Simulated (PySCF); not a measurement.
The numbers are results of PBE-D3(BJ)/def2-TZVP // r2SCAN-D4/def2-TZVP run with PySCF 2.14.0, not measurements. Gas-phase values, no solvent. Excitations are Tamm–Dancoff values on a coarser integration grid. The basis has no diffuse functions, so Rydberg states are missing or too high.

Reference species (SMILES): `[SiH](Br)(Br)Br` (neutral, multiplicity 1).

```
Item                   Value
-------------------  -------
T1 excitation (TDA)  5.16 eV
S1–T1 gap (TDA)      0.30 eV
HOMO–LUMO gap        5.31 eV
dipole moment         0.56 D
```

Changed species: `[SiH3]Br` (3 of 4 Br replaced by H; the reference has 1 of 4 Br replaced by H).

### Question
Predict the effect on the T1 excitation (TDA), S1–T1 gap (TDA), HOMO–LUMO gap and dipole moment.

### Answer
the T1 excitation (TDA) rises by 0.59 eV, to 5.75 eV; the S1–T1 gap (TDA) rises by 0.07 eV, to 0.37 eV; the HOMO–LUMO gap rises by 0.65 eV, to 5.96 eV; the dipole moment rises by 0.63 D, to 1.19 D.
